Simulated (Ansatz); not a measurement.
H₅N₂NbO₂, SMILES `[NH2][Nb]([NH2])(=[O])[OH]`, one more setting.

```yaml
crystal:
  periodic: [false, false, false]
  atoms:
    - {symbol: N, position_ang: [-1.613580, 0.682702, -0.111823]}
    - {symbol: Nb, position_ang: [-0.048356, -0.526424, -0.162233]}
    - {symbol: N, position_ang: [1.261629, -0.024536, 1.232829]}
    - {symbol: O, position_ang: [-0.600723, -2.088289, 0.199309]}
    - {symbol: O, position_ang: [0.764709, -0.513817, -1.894941]}
    - {symbol: H, position_ang: [-2.553680, 0.372750, 0.085829]}
    - {symbol: H, position_ang: [-1.604840, 1.683193, -0.248012]}
    - {symbol: H, position_ang: [1.542609, -0.640019, 1.981998]}
    - {symbol: H, position_ang: [1.702698, 0.876553, 1.347382]}
    - {symbol: H, position_ang: [1.232735, 0.126586, -2.427438]}
basis:
  gaussian: {orbitals: cc-pVTZ-DK, point_charges: [{charge: -1.00, position_ang: [5.771, -0.049, -0.505]}]}
magnetization: {spin_polarized: true, initial_magnetization: 2}
hamiltonian: {xc: {name: B2PLYP}}
accuracy: high
output: {forces: true}
```

```sh
$ ansatz run in.yaml --threads 4 --pin off --events-out ev --progress --plain --max-ram 10444MiB
```

Output, abridged:

```
Functional definition: B2PLYP
4718 factors; integrals over basis functions are off by at most 4.0e-8 eV
mean field evaluation 1: about -111051.4843 eV, gradient 6.6e1 eV
mean field evaluation 2: about -111051.5795 eV, gradient 6.6e1 eV
mean field evaluation 4: about -111061.0239 eV, gradient 3.8e1 eV
mean field evaluation 8: about -111066.8178 eV, gradient 1.2e0 eV
mean field evaluation 16: about -111066.8882 eV, gradient 3.3e-1 eV
mean field evaluation 32: about -111067.1829 eV, gradient 1.7e-8 eV
mean field -111067.18288548 eV, -4081.6436870008 hartree, gradient 1.6e-8 eV, S^2 2.012356; 8 other end points of the search recorded, 0 dependent functions left out
18 core orbitals not correlated: weight in the atoms' cores, before any rotation towards them, 1.000 or more for the frozen orbitals, at most 0.000 for the correlated occupied ones
reference -111067.18291755 eV, -4081.6436881795 hartree; 21, 19 occupied and 228, 230 virtual orbitals, 4718 factors
second order -44.97002277 eV of doubles, -0.00000000 eV of singles
Total energy: -111079.32482370 eV, -4082.0898950004 hartree
Relativity: scalar
Atom 0 at    -1.613580     0.682702    -0.111823 Å, force    -1.313504     1.632140     0.455512 eV/Å
Atom 1 at    -0.048356    -0.526424    -0.162233 Å, force    -1.490109    -1.568782    -4.903638 eV/Å
Atom 2 at     1.261629    -0.024536     1.232829 Å, force     2.726573     1.351332     3.619822 eV/Å
Atom 3 at    -0.600723    -2.088289     0.199309 Å, force    -0.871236    -2.253524     1.527200 eV/Å
Atom 4 at     0.764709    -0.513817    -1.894941 Å, force     0.291727     0.245104    -0.892938 eV/Å
Atom 5 at    -2.553680     0.372750     0.085829 Å, force    -0.130202     0.035165    -0.192719 eV/Å
Atom 6 at    -1.604840     1.683193    -0.248012 Å, force    -0.263457     0.212229     0.142636 eV/Å
Atom 7 at     1.542609    -0.640019     1.981998 Å, force     0.443772    -0.075540     0.149641 eV/Å
Atom 8 at     1.702698     0.876553     1.347382 Å, force     0.344590     0.134885     0.152834 eV/Å
Atom 9 at     1.232735     0.126586    -2.427438 Å, force     0.373999     0.211121    -0.150734 eV/Å
Dipole moment:     0.914075     1.119106     0.546173 e Å
```

Run time 4.7 min (4 threads of an Arm Neoverse V2 on a shared host); peak host memory 3.1 GiB.
